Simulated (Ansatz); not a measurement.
System: KO, charge 0, multiplicity 2. 
Geometry from a B3LYP-D3(BJ)/def2-TZVP (Ansatz, a program for electronic structure) optimisation:
```xyz
2

K      0.0000     0.0000    -0.6526
O      0.0000     0.0000     1.5500
```
Charge 0, spin multiplicity 2.

Basis-set convergence of Hartree-Fock and CCSD correlation energies (hartree) with Ansatz. Valence correlation only, unless marked. Open shells are spin-unrestricted. Spin-orbit coupling is left out. Frozen are the shells of the preceding noble gas and the d and f shells that filled before the atom's block. The outer core of K, Ca and their heavier congeners is not correlated, a term that matters for these elements. Non-relativistic.

```csv
basis,functions,E(HF),"E(corr, CCSD)"
def2-SVP,38,-673.82532,-0.16278
def2-TZVPP,64,-674.00142,-0.21451
def2-QZVPP,127,-674.01907,-0.23281
```

Extrapolating the two largest sets (X = 3 and 4) as X^-3: E(corr) = (64·(-0.23281) - 27·(-0.21451))/37 = -0.2462 Eh, an estimate of the basis-set limit. The largest set recovers 94.6 % of it, the smallest 66.1 %.
